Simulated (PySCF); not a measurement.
Au₂H₂S₂Si, SMILES [Au][S][SiH2][S][Au], multiplicity 1. Atoms are numbered in the order given.

```xyz
7

Au    -0.0008    -0.2417    -3.3682
S     -0.0003     1.2944    -1.6589
Si     0.0077    -0.0937     0.0000
S     -0.0003     1.2944     1.6589
Au    -0.0008    -0.2417     3.3682
H     -1.1956    -0.9691     0.0000
H      1.2213    -0.9549     0.0000
```
Charge 0, spin multiplicity 1.

Coordinates come from a B3LYP-D3(BJ)/def2-SVP optimisation. The multiplicity is an assumed one; other spin states were not compared. The def2 effective core potentials stand for the cores of Au; spin–orbit coupling is left out. Other conformers were not sampled.

These are ωB97X/def2-TZVP run with PySCF values and carry that method's errors.

Symmetry labels are those of the subgroup Cs that the program uses (full group Cs).

Computed valence orbital energies around the gap with their symmetry:
| orbital | symmetry | energy (eV) |
|---|---|---|
| HOMO−7 | A' | -11.63 |
| HOMO−6 | A' | -11.59 |
| HOMO−5 | A' | -11.20 |
| HOMO−4 | A" | -10.42 |
| HOMO−3 | A' | -9.80 |
| HOMO−2 | A" | -9.71 |
| HOMO−1 | A' | -9.01 |
| HOMO | A" | -8.85 |
| LUMO | A' | -1.61 |
| LUMO+1 | A" | -1.07 |
| LUMO+2 | A' | 1.15 |
| LUMO+3 | A" | 1.43 |
